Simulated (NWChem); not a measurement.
## A calculation on disilazane (H$_{7}$NSi$_{2}$)

```xyz
10

Si    -0.1137    -0.0715    -1.5845
N      0.5292     0.3225     0.0000
Si    -0.1137    -0.0715     1.5845
H      1.0065    -0.4447    -2.5204
H     -1.0492    -1.2341    -1.4115
H     -0.8749     1.0597    -2.2339
H      1.3147     0.9828     0.0000
H     -0.8749     1.0597     2.2339
H      1.0065    -0.4447     2.5204
H     -1.0492    -1.2341     1.4115
```
Charge 0, spin multiplicity 1.

Everything below was run with NWChem. All single points use one geometry, from PBE/def2-SVP, a minimum by its harmonic frequencies.

Symmetry labels belong to the abelian group Cs used in the runs, with the axes of the coordinates shown.

**Question.** List the lowest 4 singlet excitations that TD-PBE/def2-SVP gives, with oscillator strengths.

**Answer.** 
| state | symmetry | energy (eV) | wavelength (nm) | f |
|---|---|---|---|---|
| 1 | a' | 5.62 | 221 | 0.003 |
| 2 | a' | 6.75 | 184 | 0.012 |
| 3 | a" | 7.09 | 175 | 0.024 |
| 4 | a" | 7.29 | 170 | 0.000 |
